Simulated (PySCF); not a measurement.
**Stationary points of MoO₂Br₂**

Level of theory: PBE0/[Mo def2-SVP with ECP28, O def2-SVP, Br def2-SVP], scalar-relativistic core potentials, density fitting, no spin–orbit coupling, PySCF.

Relaxations began from a few typed shapes. The search is not exhaustive: other isomers or separated fragments can lie lower, and high-lying points may rest on an excited occupation.

```json
{"spin": "singlet", "group": "C2v", "bonds": "Mo–Br 2.402 Å (×2), Mo–O 1.661 Å (×2)", "angles": "Br–Mo–Br 112.4°, Br–Mo–O 109.4° (×4), O–Mo–O 106.7°", "imaginary modes (cm⁻¹)": "none", "ΔE (kJ/mol)": "0.0", "ΔE with ZPE (kJ/mol)": "0.0"}
{"spin": "singlet", "group": "C2v", "bonds": "Mo–Br 2.402 Å (×2), Mo–O 1.661 Å (×2)", "angles": "Br–Mo–Br 112.4°, Br–Mo–O 109.4° (×4), O–Mo–O 106.6°", "imaginary modes (cm⁻¹)": "none", "ΔE (kJ/mol)": "0.3", "ΔE with ZPE (kJ/mol)": "0.1"}
{"spin": "singlet", "group": "C2v", "bonds": "Mo–Br 2.550 Å (×2), Mo–O 1.662 Å (×2)", "angles": "Br–Mo–Br 84.0°, Br–Mo–O 87.7° (×2), Br–Mo–O 171.7° (×2), O–Mo–O 100.6°", "imaginary modes (cm⁻¹)": "228i, 56i", "ΔE (kJ/mol)": "350.0", "ΔE with ZPE (kJ/mol)": "–"}
{"spin": "singlet", "group": "D2h", "bonds": "Mo–Br 2.452 Å (×2), Mo–O 1.740 Å (×2)", "angles": "Br–Mo–Br 180.0°, Br–Mo–O 90.0° (×4), O–Mo–O 180.0°", "imaginary modes (cm⁻¹)": "490i, 229i, 88i", "ΔE (kJ/mol)": "532.8", "ΔE with ZPE (kJ/mol)": "–"}
```

The lowest minimum found is the singlet C2v: Mo–Br 2.402 Å (×2), Mo–O 1.661 Å (×2); Br–Mo–Br 112.4°, Br–Mo–O 109.4° (×4), O–Mo–O 106.7°.

Formally Mo is in oxidation state +6, d0. The polar-tensor charge on Mo, 2.01, is far below the formal one.

For the lowest minimum: stability towards spin polarisation was not tested.
